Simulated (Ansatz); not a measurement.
`F[SiH]([SiH3])S` + CH₃SH → `CS[SiH](F)S` + SiH₄ at 700 K and 1 bar (cleavage of the Si–Si bond).

Program: Ansatz. Geometries: PBE0-D4/def2-TZVP. ΔE: electronic, gas phase. CCSD(T)/CBS adds triple-zeta CCSD(T) − MP2 to the extrapolated MP2 energy (def2 sets, frozen cores). This one scheme is used for every species. Each species was taken in one conformer, which may not be the lowest.

```
          species  CCSD(T)/CBS energy (Eh)  H − E (kJ/mol)  S (J/(mol·K))
`F[SiH]([SiH3])S`              -1078.81755           199.4          468.9
            CH₃SH               -438.22835           160.2          309.0
    `CS[SiH](F)S`              -1225.60997           243.1          499.9
             SiH₄               -291.46306           115.5          252.9
```

H − E and S are ideal-gas, rigid-rotor, harmonic terms from PBE0-D4/def2-TZVP, for one conformer and one mirror image of each species. 1 Eh = 2625.50 kJ/mol, R = 8.31446 J/(mol·K).

Q: By hand: ΔE, ΔH, ΔS and ΔG.

A: ΔE = (-1225.60997) + (-291.46306) − (-1078.81755) − (-438.22835) = -0.02713 Eh = -71.2 kJ/mol. Δ(H − E) = 243.1 + 115.5 − 199.4 − 160.2 = -1.0, so ΔH = -72.2 kJ/mol. ΔS = 499.9 + 252.9 − 468.9 − 309.0 = -25.1 J/(mol·K). ΔG = -72.2 − 700 × (-25.1)/1000 = -54.6 kJ/mol.

Q: By hand: the equilibrium constant, and the temperature at which ΔG would vanish if ΔH and ΔS stayed fixed.

A: log₁₀ K = −ΔG/(RT ln 10) = 4.1. ΔG = 0 at ΔH/ΔS = 2876 K, far beyond where these terms or the molecules hold.

ΔH outweighs TΔS. A doubt of 5 kJ/mol in ΔE shifts log₁₀ K by 0.4 here. Other conformers and mirror images would add mixing entropy, several J/(mol·K) or more a flexible species. These are equilibria of isolated gas molecules and say nothing of rates. Largest T1 diagnostic: 0.013 (customary marks: 0.02 for closed shells, 0.045 for open ones).
